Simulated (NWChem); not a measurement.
System: C3H6AlF; SMILES C=[CH][Al]([CH3])[F]

```xyz
11

Al     0.1270     0.4701    -0.0031
F      1.3311     1.6314     0.0016
C     -1.7185     1.0805    -0.0025
H     -2.4485     0.2636    -0.1133
H     -1.8933     1.8024    -0.8176
H     -1.9509     1.6086     0.9379
C      0.6858    -1.3869    -0.0005
C     -0.2137    -2.3844    -0.0004
H      1.7457    -1.6778     0.0020
H      0.0732    -3.4443     0.0022
H     -1.2955    -2.1970    -0.0028
```
Atoms are numbered in this order, from 1.

Level: PBE0/def2-SVP (NWChem), optimised geometry, unscaled harmonic frequencies. 

| frequency (cm⁻¹) | IR intensity (km/mol) |
|---|---|
| 40 | 0.1 |
| 76 | 0.8 |
| 117 | 1.1 |
| 203 | 17.5 |
| 212 | 14.4 |
| 294 | 8.1 |
| 452 | 32.7 |
| 552 | 1.2 |
| 646 | 79.3 |
| 677 | 12.8 |
| 724 | 157.1 |
| 870 | 148.4 |
| 993 | 16.1 |
| 1005 | 32.0 |
| 1064 | 11.1 |
| 1217 | 37.7 |
| 1264 | 4.7 |
| 1418 | 4.2 |
| 1422 | 3.4 |
| 1425 | 17.1 |
| 1662 | 17.9 |
| 3050 | 1.0 |
| 3119 | 18.3 |
| 3144 | 2.1 |
| 3149 | 3.7 |
| 3161 | 4.4 |
| 3209 | 12.0 |

```yaml
zero_point_energy: 50.2 kcal/mol
thermal correction to the enthalpy at 298.15 K (with zero-point energy): 55.7 kcal/mol
heat capacity Cv: 24.6 cal/(mol K)
entropy at 298.15 K and 1 atm (symmetry number 1): 87.0 cal/(mol K)
dipole_moment: 2.08 D
```

Rigid rotor and harmonic oscillator; modes under 100 cm⁻¹ make the entropy uncertain.
